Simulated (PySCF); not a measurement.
C7H10N (doublet state).
Numbering: `[CH3:1][C:2]1=[CH:3][C@:4]2([NH2:5])[CH2:6][C:7]2[CH2:8]1` (hydrogens: H9, H10, H11 on C1; H12 on C3; H13, H14 on N5; H15, H16 on C6; H17, H18 on C8)

Cartesian coordinates in Å at the GFN2-xTB level; atoms count from 1:
```xyz
18
C7H10N angstrom
C      2.4676    0.4737    0.1109
C      1.0529    0.1534   -0.2236
C     -0.0368    0.8738    0.0506
C     -1.2713    0.2302   -0.4649
N     -2.3883    1.0000   -0.9066
C     -1.6060   -1.1652    0.1053
C     -0.7843   -1.0339   -1.1013
C      0.7050   -1.1116   -0.9784
H      2.8974   -0.3066    0.7390
H      3.0658    0.5327   -0.7984
H      2.5345    1.4231    0.6370
H     -0.0509    1.8366    0.5358
H     -2.9246    1.3612   -0.1245
H     -2.0804    1.7800   -1.4773
H     -1.1670   -1.5050    1.0381
H     -2.6497   -1.4148   -0.0166
H      1.1999   -1.1112   -1.9547
H      1.0274   -2.0103   -0.4468
```

The hyperfine couplings belong to this conformer and change with its torsions.

Method used: UKS B3LYP, pcH-1 on C H N, non-relativistic, mean-field spin-orbit, GIAO in PySCF. The structure is a single GFN2-xTB conformer in the gas phase; no vibrational or solvent corrections. Couplings are sensitive to structure, and on GFN2-xTB geometries they can be far from those on DFT ones. Stability of the SCF solution: not tested.

(1) What is the g tensor, term by term?

(2) What effective moment and Curie constant follow for a powder?

(3) Average each term over the three axes. Which is largest in size?

(4) At 9.578 GHz, how far is the centre of the isotropic spectrum from where a free electron (g = 2.002319) resonates?

(5) In a frozen sample, at which fields do the three g values resonate at 9.5, 34, 94 and 263 GHz (hyperfine left aside), and which band first spreads them over more than twice a line width of 0.3 mT?

## Answers

(1) 
```tsv
Δg (ppm)	1	2	3
relativistic mass correction	-156	-156	-156
gauge correction	20	18	3
orbital Zeeman/spin–orbit	-29	492	1291
total	-166	354	1137
```

So g = 2.00215, 2.00267, 2.00346 and g_iso = 2.00276; the tensor is rhombic: the two nearest values differ by 40 % of g3 − g1. 

(2) With the mean of g² = 4.0111 and S(S+1) = 0.75: μ_eff = √(⟨g²⟩S(S+1)) = 1.734 μB and χT = 0.12505·⟨g²⟩·S(S+1) = 0.376 cm³ K/mol (cgs; spin-Hamiltonian part alone).

(3) The orbital-Zeeman/spin–orbit term 584, the mass correction -156 and the gauge correction 14 ppm, for a total of 442 ppm. The orbital-Zeeman/spin–orbit term is the largest in size. The mass correction is the same along every axis, so the anisotropy comes from the other two: their spans along these axes are 17 (gauge) and 1320 ppm (orbital Zeeman/spin–orbit).

(4) B = hν/(g μB) with μB/h = 13.99624 MHz/mT gives 341.77 mT for the free electron and 341.69 mT at g_iso, 0.08 mT lower.

(5) 
| band | GHz | B(g3) mT | B(g2) mT | B(g1) mT | spread mT |
| --- | --- | --- | --- | --- | --- |
| X | 9.5 | 338.79 | 338.92 | 339.01 | 0.22 |
| Q | 34.0 | 1212.52 | 1212.99 | 1213.31 | 0.79 |
| W | 94.0 | 3352.25 | 3353.56 | 3354.43 | 2.18 |
| J | 263.0 | 9379.17 | 9382.84 | 9385.27 | 6.10 |

The spread grows in proportion to the frequency. Q band is the first where it exceeds 0.6 mT.

The largest Mulliken spin population is on C7 (+0.87). The angles at C7 add up to 291.3°, so it is pyramidal.

The HOMO–LUMO gaps are 5.62 eV among the α and 4.12 eV among the β orbitals.
